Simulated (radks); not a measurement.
The numbers below are computed, except where a source is named.
Q: The mean radii <r> (bohr) of the occupied orbitals of an atom or ion are listed with their occupations. Level of theory: scalar-relativistic Kohn-Sham, r2SCAN, spin-polarised, spherical densities, finite nucleus; meta-GGA in the generalised Kohn-Sham scheme; Fermi nuclear charge, rms radius of each element as measured or else 0.836 A^(1/3) + 0.57 fm (a radial shooting solver on a logarithmic mesh with Libxc functionals).

| orbital | occ. | <r> |
|---|---|---|
| 1s up | 1 | 0.03708 |
| 1s down | 1 | 0.03707 |
| 2s up | 1 | 0.1607 |
| 2s down | 1 | 0.1606 |
| 2p up | 3 | 0.1399 |
| 2p down | 3 | 0.1399 |
| 3s up | 1 | 0.4039 |
| 3s down | 1 | 0.4052 |
| 3p up | 3 | 0.3944 |
| 3p down | 1 | 0.3956 |

Name the element and its charge. Open shells, if any, are filled with parallel spins first.

A: Z = 40, zirconium, charge +24: Zr24+ in [Ne] 3s2 3p4. The 1s radius gives Z: for a bare nucleus <r> = (2 gamma + 1)/(2Z) with gamma = sqrt(1 - (Z/c)^2), 0.03641 bohr for Z = 40, and screening makes it slightly larger (0.03708 here). The occupations add up to 16, and the charge is Z minus that.
